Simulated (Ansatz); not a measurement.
System: difluoro(trifluoromethyl)borane, CBF5, charge 0, multiplicity 1. 
Structure (B3LYP-D3(BJ)/def2-TZVP (Ansatz, a program for electronic structure) minimum search):
```
C
F 1 1.3441
F 1 1.3522 2 107.53
F 1 1.3524 2 107.52 3 -115.35
B 1 1.6155 2 112.91 3 122.37
F 5 1.3086 1 120.62 2 0.50
F 5 1.3094 6 120.32 1 -179.96
```

Wanted: vertical triplet-singlet gap (E(triplet) - E(singlet); each state is the SCF solution reached for its spin), in eV. Valence correlation only, unless marked. UHF or UKS for open shells. Spin-orbit coupling is left out. No relativistic terms. Basis-set limits of correlation are two-point, X^-3; Hartree-Fock from the larger set. [CCSD(T)-MP2]/basis is that difference in the basis named.

Level to compare with: RI-MP2/CBS(aug-cc-pVTZ,aug-cc-pVQZ)+[CCSD(T)-MP2]/aug-cc-pVTZ (Ansatz), 7.74 eV. It is a level with limits of its own, and the differences hold the functionals' basis error too.

Question: Rank these functionals by how close they come to RI-MP2/CBS(aug-cc-pVTZ,aug-cc-pVQZ)+[CCSD(T)-MP2]/aug-cc-pVTZ, closest first: B3LYP/def2-TZVPD (Ansatz); PBE/def2-TZVPD (Ansatz); r2SCAN/def2-TZVPD (Ansatz).

Answer: B3LYP/def2-TZVPD (global hybrid, 6.97 eV, difference -0.77), r2SCAN/def2-TZVPD (meta-GGA, 6.57 eV, difference -1.17), PBE/def2-TZVPD (GGA, 6.36 eV, difference -1.38)
